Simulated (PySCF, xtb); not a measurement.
SnFCl3, SMILES [F][Sn]([Cl])([Cl])[Cl].

Harmonic wavenumbers (cm⁻¹) from GFN2-xTB (xtb 6.7.1) at its own minimum, in rising order: 82, 82, 87, 111, 111, 252, 333, 333, 385.

### Question
What does PBE-D3(BJ)/def2-SVP (PySCF 2.14.0) give at its own minimum? (The exact figures need the calculation; the answer reports its results.)

### Answer
95, 95, 118, 150, 150, 349, 393, 393, 627. Paired by order, the mean absolute difference is 66 cm⁻¹ and the zero-point energies are 2.5 and 3.4 kcal/mol.
